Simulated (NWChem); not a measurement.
System: Si2NH5, singlet; SMILES N[Si][SiH3]

```xyz
8

Si    -0.8560     0.8386    -0.0027
N      0.6753     1.6234     0.0006
H      0.7413     2.6379     0.0007
H      1.5960     1.1920     0.0027
Si     0.0503    -1.4046    -0.0011
H      1.5565    -1.4307     0.0041
H     -0.4080    -2.1705    -1.2081
H     -0.4166    -2.1730     1.2008
```
Atoms are numbered in this order, from 1.

All runs: NWChem. Low-valent species are run as closed-shell singlets; no triplet was tried in these runs. Geometry: optimised at PBE0/def2-SVP. Level: PBE0/def2-SVP with SMD (1 M gas to 1 M solution), gas-phase geometry. Reactions with the solvent are ignored.

**Question.** What does the run give for solvent water? Quantities: solvation free energy (kcal/mol); cavity-dispersion-structure term (kcal/mol); dipole in solution (D).

**Answer.** 
```json
{
 "solvation free energy (kcal/mol)": "-1.6",
 "cavity-dispersion-structure term (kcal/mol)": "2.9",
 "dipole in solution (D)": "3.34"
}
```
